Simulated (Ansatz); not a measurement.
Ansatz results at the PBE0-D4/def2-TZVP geometry: size of the dipole moment (PBE/def2-TZVPP) 1.80 D; size of the dipole moment (ωB97M-V/def2-TZVPP) 2.08 D; ideal-gas entropy at 298 K and 1 bar (rigid rotor, harmonic PBE0-D4/def2-TZVP) 312 J/(mol·K).

Question: Which molecule gave them?
A. `C#CC(=O)[SiH3]`
B. `O=C=C=C[SiH3]`
C. `C=C=C1O[SiH2]1`
D. `C=C1[SiH2]C1=O`

Answer: C. The others give `C=C1[SiH2]C1=O`: 2.79, 3.07, 333; `C#CC(=O)[SiH3]`: 2.66, 2.79, 338; `O=C=C=C[SiH3]`: 2.20, 2.29, 335.
